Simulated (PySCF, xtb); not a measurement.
2,2-dichloropropane (C₃H₆Cl₂), SMILES CC(C)(Cl)Cl.

Harmonic wavenumbers (cm⁻¹) from GFN2-xTB (xtb) at its own minimum, in rising order: 207, 234, 239, 259, 326, 345, 367, 562, 615, 925, 962, 1008, 1110, 1153, 1193, 1392, 1404, 1457, 1466, 1467, 1478, 3031, 3033, 3035, 3036, 3047, 3047.

### Question
What does PySCF with PBE-D3(BJ)/def2-SVP give at its own minimum? (Estimate from the structure and the level; the computed values follow.)

### Answer
244, 267, 276, 297, 352, 354, 382, 551, 616, 902, 913, 971, 1084, 1130, 1187, 1333, 1345, 1391, 1396, 1407, 1419, 2982, 2986, 3077, 3082, 3101, 3102. Paired by order, the mean absolute difference is 38 cm⁻¹ and the zero-point energies are 52.0 and 51.7 kcal/mol.
